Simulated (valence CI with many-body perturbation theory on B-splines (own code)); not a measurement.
The numbers below are computed, except where a source is named.
## Ladder of approximations for Xe XXXI

Level of theory: configuration interaction combined with many-body perturbation theory (CI+MBPT): six valence electrons over a frozen Dirac-Fock core [Ar], a basis of 7 s, 7 p, 8 d, 6 f, 4 g, 1 h functions for each j, with the one-electron correlation potential Σ1, the two-electron term Σ2, the three-electron term Σ3, Breit, model QED; selected CI, second order for the rest, scaled by the run's own slope (own B-spline code, finite nucleus).

No measured spectrum was set against this ion. As an estimate, large intervals hold to a few tenths of a per cent, small ones and those within an open d or f shell to about a per cent. Core correlation moves these levels by up to 9300 cm⁻¹, and in measured spectra 5 to 20 % of such shifts remained as error; rates that hang on mixing are uncertain with them. Among the levels kept, up to 960 cm⁻¹ of a level comes from second order outside the variational space, and about a tenth of that is noise between levels of different J, which matters for small intervals. Only levels of the ground parity were solved; by the run's estimate the other parity begins above the list, which can be wrong where configurations are misplaced.

Each rung adds one term. CI alone is the Dirac-Coulomb CI over the frozen core; QED comes last and gives the full result, which names the levels. Energies are above (3d3/2^4 3d5/2^2) J=4 on the same rung, in eV.

Levels are named by their leading jj configuration (3d3/2^4 stands for four electrons in 3d with j = 3/2), which in mixed levels can hold well under half, so a name can repeat and another be missing. Letters in brackets count levels of one name in rising energy.

| Level | CI alone | Σ1 | Σ2 | Σ3 | Breit | QED | Full |
| --- | --- | --- | --- | --- | --- | --- | --- |
| (3d3/2^4 3d5/2^2) J=2 | 4.833 | +0.0050 | -0.2933 | -0.1498 | +0.2468 | -0.0005 | 4.641 |
| (3d3/2^3 3d5/2^3) J=3 [a] | 9.941 | +0.0958 | +0.2200 | +0.1113 | -0.2437 | +0.0392 | 10.164 |
| (3d3/2^4 3d5/2^2) J=0 | 10.839 | +0.0515 | -0.1315 | -0.0224 | +0.1984 | +0.0179 | 10.953 |
| (3d3/2^3 3d5/2^3) J=1 [a] | 12.653 | +0.1016 | +0.1284 | +0.0252 | -0.0717 | +0.0404 | 12.877 |
| (3d3/2^3 3d5/2^3) J=4 [a] | 14.361 | +0.0710 | +0.1230 | -0.0448 | -0.1996 | +0.0261 | 14.336 |
| (3d3/2^3 3d5/2^3) J=5 | 19.018 | +0.0908 | +0.1659 | -0.0860 | -0.5892 | +0.0328 | 18.632 |
| (3d3/2^3 3d5/2^3) J=6 | 19.203 | +0.0931 | +0.3817 | -0.2126 | -0.8608 | +0.0339 | 18.638 |
| (3d3/2^3 3d5/2^3) J=2 [a] | 22.374 | +0.1077 | -0.2551 | -0.1736 | -0.1930 | +0.0381 | 21.898 |
| (3d3/2^3 3d5/2^3) J=3 [b] | 22.761 | +0.1052 | -0.1466 | -0.0538 | -0.3275 | +0.0377 | 22.376 |
| (3d3/2^2 3d5/2^4) J=2 [a] | 24.802 | +0.1632 | +0.0934 | -0.0796 | -0.3914 | +0.0650 | 24.652 |
| (3d3/2^3 3d5/2^3) J=4 [b] | 29.089 | +0.1448 | +0.1178 | -0.1293 | -0.5647 | +0.0523 | 28.710 |
| (3d3/2^2 3d5/2^4) J=0 [a] | 29.086 | +0.1670 | -0.0383 | +0.1151 | -0.1859 | +0.0640 | 29.208 |
| (3d3/2^3 3d5/2^3) J=1 [b] | 29.795 | +0.1283 | -0.5493 | +0.1769 | -0.0871 | +0.0453 | 29.509 |
| (3d3/2^3 3d5/2^3) J=2 [b] | 30.392 | +0.1378 | -0.3424 | +0.0080 | -0.3102 | +0.0496 | 29.935 |
| (3d3/2^2 3d5/2^4) J=4 [a] | 31.225 | +0.1780 | +0.1938 | -0.1072 | -0.7219 | +0.0680 | 30.836 |
| (3d3/2^3 3d5/2^3) J=0 | 32.567 | +0.0900 | -1.0835 | +0.0796 | -0.0232 | +0.0270 | 31.657 |
| (3d3/2^2 3d5/2^4) J=5 | 33.276 | +0.1987 | +0.3921 | -0.1009 | -1.0428 | +0.0758 | 32.799 |
| (3d3/2^3 3d5/2^3) J=3 [c] | 33.288 | +0.1462 | -0.4684 | +0.1551 | -0.3146 | +0.0510 | 32.858 |
| (3d3/2^2 3d5/2^4) J=3 [a] | 35.177 | +0.1556 | -0.3396 | -0.1045 | -0.4735 | +0.0566 | 34.472 |

The middle columns are the shifts that each term adds.

Problem. How does the ionisation energy move along the ladder, and which term matters most?

Solution. CI alone 1812.8, + Σ1 1815.0, + Σ2 1827.0, + Σ3 1827.3, + Breit 1826.7, + QED 1826.8 eV. The largest step is Σ2, 11.9 eV. NIST lists 1826 ± 4 eV (theoretical).
